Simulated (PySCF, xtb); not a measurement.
Be(Br)(SH) (BeBrHS), SMILES [SH][Be][Br].

GFN2-xTB (xtb 6.7.1) at its own geometry gives an orbital gap of 4.57 eV and a dipole moment of 2.69 D.

Geometry: PBE0-D3(BJ)/def2-TZVP. One conformer was computed; it need not be the lowest.

### Question
What does r2SCAN/def2-TZVPD (PySCF) give? (The exact figures need the calculation; the answer reports its results.)

### Answer
gap 5.71 eV (levels -6.99 and -1.28 eV), dipole 0.75 D.
